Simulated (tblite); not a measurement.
C8H17P.
Atom-mapped SMILES: `[CH3:1][C@@H:2]1[C@@H:3]([C:4]([CH3:5])([CH3:6])[CH3:7])[P:8]1[CH3:9]` (hydrogens: H10, H11, H12 on C1; H13 on C2; H14 on C3; H15, H16, H17 on C5; H18, H19, H20 on C6; H21, H22, H23 on C7; H24, H25, H26 on C9)

Computed with GFN2-xTB (tblite), gas phase: L-BFGS steps from a force-field or distance-geometry start until the largest atomic force falls under 0.01 eV/Å.

Step 10: E = -770.1842 eV
```
atom  x, y, z in Å  |  force x, y, z in eV/Å
C1      1.9814   -1.7610    0.4357   -0.003   0.013   0.011
C2      1.0352   -0.6575    0.8432   -0.044   0.004  -0.042
C3      0.1915    0.0552   -0.1787   -0.016  -0.015  -0.012
C4     -1.3161    0.2407   -0.0454    0.020  -0.014  -0.015
C5     -1.9890   -1.0806   -0.4356    0.013  -0.002   0.000
C6     -1.7509    0.6246    1.3675    0.028  -0.003  -0.018
C7     -1.7551    1.3435   -1.0143    0.021  -0.030   0.010
P8      1.4288    1.1542    0.6693   -0.051  -0.013  -0.022
C9      2.8206    1.1182   -0.5753   -0.006   0.004   0.019
H10     2.3454   -1.6321   -0.5804   -0.028   0.047  -0.013
H11     2.8388   -1.8002    1.1059    0.023   0.001   0.030
H12     1.4738   -2.7231    0.4899   -0.051  -0.013  -0.005
H13     0.5375   -0.8687    1.7858    0.024  -0.003  -0.011
H14     0.4624   -0.1779   -1.2087    0.003   0.000   0.029
H15    -1.7209   -1.3614   -1.4517   -0.004  -0.022  -0.003
H16    -3.0713   -0.9838   -0.3801    0.012  -0.018   0.001
H17    -1.6752   -1.8753    0.2375   -0.012  -0.015  -0.014
H18    -2.8327    0.7447    1.3960    0.038   0.032   0.019
H19    -1.4795   -0.1449    2.0853   -0.011   0.002   0.017
H20    -1.2868    1.5618    1.6666    0.039   0.000   0.009
H21    -2.8342    1.4776   -0.9751    0.026   0.012  -0.001
H22    -1.4770    1.0885   -2.0352   -0.008   0.019   0.001
H23    -1.2755    2.2837   -0.7491    0.004  -0.006  -0.009
H24     3.2481    2.1182   -0.6153   -0.014   0.035  -0.004
H25     3.6005    0.4319   -0.2539    0.019  -0.009   0.034
H26     2.4791    0.8464   -1.5709   -0.022  -0.004  -0.012
```

Step 11: E = -770.1850 eV
```
atom  x, y, z in Å  |  force x, y, z in eV/Å
C1      1.9808   -1.7606    0.4364   -0.015   0.011   0.005
C2      1.0336   -0.6571    0.8438   -0.032  -0.015  -0.036
C3      0.1912    0.0544   -0.1803   -0.009  -0.016   0.001
C4     -1.3165    0.2396   -0.0461    0.043  -0.019  -0.010
C5     -1.9888   -1.0812   -0.4356    0.008  -0.010  -0.006
C6     -1.7492    0.6245    1.3665    0.033   0.000  -0.006
C7     -1.7543    1.3425   -1.0138    0.017  -0.017   0.005
P8      1.4269    1.1543    0.6708   -0.041  -0.011  -0.065
C9      2.8195    1.1193   -0.5751   -0.008   0.000   0.022
H10     2.3429   -1.6293   -0.5804   -0.020   0.042  -0.003
H11     2.8392   -1.8011    1.1059    0.004   0.003   0.020
H12     1.4723   -2.7229    0.4879   -0.040   0.001   0.001
H13     0.5351   -0.8677    1.7870    0.031  -0.004  -0.032
H14     0.4631   -0.1796   -1.2107   -0.004   0.009   0.060
H15    -1.7208   -1.3617   -1.4516   -0.001  -0.027  -0.012
H16    -3.0707   -0.9853   -0.3803   -0.006  -0.013   0.002
H17    -1.6754   -1.8757    0.2373   -0.005  -0.024  -0.007
H18    -2.8301    0.7480    1.3979    0.020   0.033   0.009
H19    -1.4796   -0.1449    2.0845   -0.004  -0.007   0.025
H20    -1.2819    1.5604    1.6639    0.042   0.009   0.018
H21    -2.8328    1.4782   -0.9744    0.008   0.012  -0.002
H22    -1.4768    1.0874   -2.0344   -0.003   0.022  -0.012
H23    -1.2739    2.2818   -0.7471    0.009  -0.001  -0.015
H24     3.2471    2.1196   -0.6164   -0.022   0.021   0.003
H25     3.5990    0.4332   -0.2504    0.010   0.003   0.018
H26     2.4790    0.8464   -1.5717   -0.014  -0.002   0.020
```

Step 12: E = -770.1859 eV
```
atom  x, y, z in Å  |  force x, y, z in eV/Å
C1      1.9799   -1.7600    0.4372   -0.022   0.004  -0.006
C2      1.0313   -0.6571    0.8439   -0.005  -0.029  -0.017
C3      0.1908    0.0533   -0.1819   -0.003  -0.017   0.013
C4     -1.3164    0.2381   -0.0471    0.042  -0.019   0.000
C5     -1.9885   -1.0821   -0.4359    0.000  -0.021  -0.013
C6     -1.7468    0.6244    1.3654    0.032   0.005   0.014
C7     -1.7531    1.3412   -1.0132    0.008   0.003  -0.005
P8      1.4240    1.1543    0.6711   -0.023   0.001  -0.090
C9      2.8182    1.1204   -0.5746   -0.007  -0.002   0.018
H10     2.3397   -1.6254   -0.5803   -0.011   0.031   0.010
H11     2.8397   -1.8021    1.1062   -0.025   0.006   0.003
H12     1.4699   -2.7226    0.4858   -0.020   0.019   0.006
H13     0.5331   -0.8666    1.7876    0.029  -0.007  -0.043
H14     0.4639   -0.1812   -1.2120   -0.007   0.010   0.064
H15    -1.7208   -1.3625   -1.4517    0.002  -0.031  -0.019
H16    -3.0701   -0.9871   -0.3805   -0.020  -0.006   0.003
H17    -1.6756   -1.8766    0.2369    0.003  -0.030  -0.001
H18    -2.8267    0.7522    1.4000    0.008   0.033  -0.004
H19    -1.4799   -0.1450    2.0840    0.003  -0.013   0.027
H20    -1.2757    1.5589    1.6613    0.044   0.010   0.022
H21    -2.8309    1.4791   -0.9737   -0.009   0.009  -0.001
H22    -1.4766    1.0866   -2.0338    0.002   0.023  -0.025
H23    -1.2720    2.2796   -0.7453    0.015   0.003  -0.020
H24     3.2455    2.1215   -0.6176   -0.031   0.000   0.011
H25     3.5975    0.4346   -0.2463   -0.002   0.020   0.001
H26     2.4786    0.8464   -1.5722   -0.003  -0.001   0.050
```

Problem. Estimate the geometry and energy of step 13. (The exact step hangs on the optimiser's Hessian estimate; all steps are aligned on step 12, rigid shifts and turns removed.)

Solution. E = -770.1869 eV, largest force 0.086 eV/Å
```
atom  x, y, z in Å  |  force x, y, z in eV/Å
C1      1.9784   -1.7593    0.4380   -0.024  -0.005  -0.018
C2      1.0286   -0.6575    0.8435    0.029  -0.026   0.009
C3      0.1901    0.0516   -0.1835    0.000  -0.017   0.022
C4     -1.3157    0.2361   -0.0482    0.016  -0.013   0.012
C5     -1.9881   -1.0836   -0.4363   -0.011  -0.030  -0.015
C6     -1.7433    0.6244    1.3644    0.024   0.010   0.034
C7     -1.7516    1.3397   -1.0127   -0.003   0.022  -0.017
P8      1.4201    1.1543    0.6699   -0.002   0.018  -0.084
C9      2.8167    1.1218   -0.5736   -0.005  -0.003   0.011
H10     2.3357   -1.6201   -0.5801    0.004   0.013   0.018
H11     2.8396   -1.8030    1.1066   -0.056   0.008  -0.017
H12     1.4666   -2.7218    0.4834    0.001   0.033   0.010
H13     0.5312   -0.8655    1.7876    0.019  -0.011  -0.038
H14     0.4647   -0.1831   -1.2124   -0.007   0.003   0.042
H15    -1.7207   -1.3641   -1.4522    0.003  -0.032  -0.020
H16    -3.0696   -0.9895   -0.3807   -0.025   0.000   0.002
H17    -1.6759   -1.8784    0.2363    0.010  -0.033   0.002
H18    -2.8224    0.7580    1.4025    0.003   0.031  -0.019
H19    -1.4801   -0.1454    2.0841    0.011  -0.014   0.024
H20    -1.2675    1.5573    1.6586    0.044   0.004   0.024
H21    -2.8288    1.4804   -0.9729   -0.020   0.004   0.002
H22    -1.4764    1.0861   -2.0335    0.008   0.021  -0.034
H23    -1.2695    2.2772   -0.7435    0.021   0.007  -0.023
H24     3.2430    2.1238   -0.6188   -0.038  -0.019   0.021
H25     3.5957    0.4368   -0.2414   -0.012   0.034  -0.015
H26     2.4781    0.8464   -1.5718    0.008  -0.004   0.067
```

The energy changes by -0.0010 eV. The first-order estimate −F·Δx gives -0.0014 eV and the mean of the old and new forces, exact on a quadratic surface, -0.0010 eV. The step makes an angle of 68° with the force vector and moves no atom by more than 0.009 Å.

What follows is the cost of the whole relaxation. Hardware: one thread of an Arm Neoverse V2, on a shared host. Cost: 0.65 s wall.
